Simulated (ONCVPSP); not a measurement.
Mo (Z = 42), ONCV: configuration errors across variants

```json
{"Element": "molybdenum (Mo)", "Generator": "ONCVPSP 4.0.1", "Type": "optimised norm-conserving Vanderbilt (ONCV)", "Functional": "Wu-Cohen", "Relativity": "scalar-relativistic", "Frozen core": "[Ar] 3d10", "Valence charge": "14", "Reference configuration": "4s2 4p6 4d5 5s1", "Partial waves": "4s+5s: rc 1.65 bohr, ncon 3, nbas 6, qcut 6.3 1/bohr, 2 projectors; 4p: rc 1.35 bohr, ncon 4, nbas 9, qcut 7.1 1/bohr, 2 projectors, debl 1.9 Ha; 4d: rc 2.00 bohr, ncon 4, nbas 8, qcut 8.4 1/bohr, 1 projector", "Local potential": "polynomial inside 1.20 bohr (lpopt 2, dvloc0 3 Ha)", "Core correction": "none"}
```

All-electron excitation energies from the reference (eV): (1) 4s2 4p6 4d5 5s0 6.890; (2) 4s2 4p6 4d4 5s0 22.341; (3) 4s2 4p6 4d3 5s0 49.068; (4) 4s2 4p6 4d5.5 5s0.5 0.288.

1 further variants failed, have other tests or another functional or relativity, and are left out.

Errors AE − PS in meV (a dash: test not solved or not reliable):

```tsv
change	(1)	(2)	(3)	(4)	bound ghosts	GHOST(+) flags above zero
base	-1.8	-0.9	+3.2	-1.1	none	none
s: rc 1.52	-1.7	-0.9	+3.2	-1.1	none	none
s: qcut 4.1	-2.4	-1.2	+3.2	-1.4	none	none
local potential polynomial inside 1.20 bohr (lpopt 2, dvloc0 -1.5 Ha)	-1.8	-0.9	+3.4	-1.1	none	none
s: ncon 4, nbas 7	-1.7	-0.9	+3.2	-1.1	none	s
local potential polynomial inside 1.15 bohr (lpopt 3, dvloc0 0 Ha)	-1.8	-0.7	+4.1	-1.1	none	s
s: qcut 5.6; p: qcut 6.4; d: qcut 7.5	-1.9	-1.3	+3.6	-1.2	none	none
```

Problem. Give the same row for: all radii scaled by about 0.85 (s 1.40, p 1.16, d 1.70 bohr); local potential polynomial inside 1.02 bohr (lpopt 2, dvloc0 3 Ha).

Solution. -1.6, -0.7, +2.4, -1.0; bound ghosts: none; GHOST(+) flags above zero: none.
